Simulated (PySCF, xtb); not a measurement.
In(H)2(SH) (H₃InS), SMILES [InH2][SH].

GFN2-xTB run with xtb at its own geometry gives an orbital gap of 3.44 eV and a dipole moment of 1.62 D.

Geometry: B3LYP-D3(BJ)/def2-TZVP. The def2 effective core potentials stand for the cores of In; spin–orbit coupling is left out.

What does PySCF with HF/def2-TZVPD give? (Estimate from the structure and the level; the computed values follow.)

gap 10.64 eV (levels -10.04 and 0.60 eV), dipole 2.01 D.
